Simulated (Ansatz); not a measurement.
Start from `[SiH3]OB(Cl)Cl` and change one element to get `[SiH3][O][Ga]([Cl])[Cl]`.

Ansatz, PBE0-D4/def2-TZVP geometries, multiplicity 1. Each molecule was computed in one conformer, which needn't be the lowest.

Scalar relativity is left out up to krypton.

| property | `[SiH3]OB(Cl)Cl` |
| --- | --- |
| LUMO energy (PBE0/def2-TZVPP) / eV | -0.59 |
| HOMO energy (B3LYP/def2-TZVPP) / eV | -8.70 |
| LUMO energy (ωB97M-V/def2-TZVPP) / eV | 1.48 |
| HOMO energy (PBE0/def2-TZVPP) / eV | -9.00 |
| HOMO–LUMO gap (PBE/def2-TZVPP) / eV | 5.96 |
| HOMO–LUMO gap (B3LYP/def2-TZVPP) / eV | 7.91 |

Task: What does the change do to each property? (Estimate.)

Result: The calculation gave: 
```csv
property,`[SiH3][O][Ga]([Cl])[Cl]`,shift
LUMO energy (PBE0/def2-TZVPP) / eV,-1.72,-1.13
HOMO energy (B3LYP/def2-TZVPP) / eV,-8.81,-0.11
LUMO energy (ωB97M-V/def2-TZVPP) / eV,0.19,-1.29
HOMO energy (PBE0/def2-TZVPP) / eV,-9.03,-0.03
HOMO–LUMO gap (PBE/def2-TZVPP) / eV,4.93,-1.03
HOMO–LUMO gap (B3LYP/def2-TZVPP) / eV,6.77,-1.14
```

B3LYP here is the variant with VWN-RPA as its local correlation; programs differ in this.
